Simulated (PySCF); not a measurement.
Delta-SCF ions had no search for a lower state. Excitations are Tamm–Dancoff values on a coarser integration grid. The basis has no diffuse functions, so Rydberg states are missing or too high.

Cartesian coordinates (Å):
SMILES: C1C[C@H](C=C)CC[C@H]1B
```xyz
24

B     -3.3463     0.0423     0.0354
C     -1.7994    -0.0119    -0.0171
C     -0.9913     1.0952     0.6815
C      0.4721     1.1360     0.2235
C      1.1639    -0.2248     0.3832
C      2.6142    -0.2501    -0.0276
C      3.3287     0.7620    -0.5499
C      0.3657    -1.3229    -0.3566
C     -1.0989    -1.3768     0.0942
H     -4.0079    -0.9418    -0.2516
H     -3.9197     1.1010     0.2333
H     -1.8280     0.2533    -1.1284
H     -1.0233     0.9077     1.7785
H     -1.4751     2.0813     0.5253
H      0.5121     1.4339    -0.8489
H      1.0301     1.9139     0.7861
H      1.1328    -0.4918     1.4688
H      3.1132    -1.2273     0.1150
H      2.8965     1.7604    -0.7219
H      4.3868     0.6287    -0.8234
H      0.8536    -2.3099    -0.2077
H      0.4134    -1.1128    -1.4491
H     -1.6554    -2.1445    -0.4820
H     -1.1380    -1.7010     1.1587
```
Charge 0, spin multiplicity 1.

### Question
What is the computed vertical ionisation energy (Delta-SCF), S1 excitation (TDA), S1–T1 gap (TDA), HOMO and LUMO (PBE-D3(BJ)/def2-TZVP // PBE-D3(BJ)/def2-SVP in PySCF)?

### Answer

```
Item                                      Result
--------------------------------------  --------
vertical ionisation energy (Delta-SCF)   8.81 eV
S1 excitation (TDA)                      4.05 eV
S1–T1 gap (TDA)                          0.01 eV
HOMO                                    -6.20 eV
LUMO                                    -2.16 eV
```
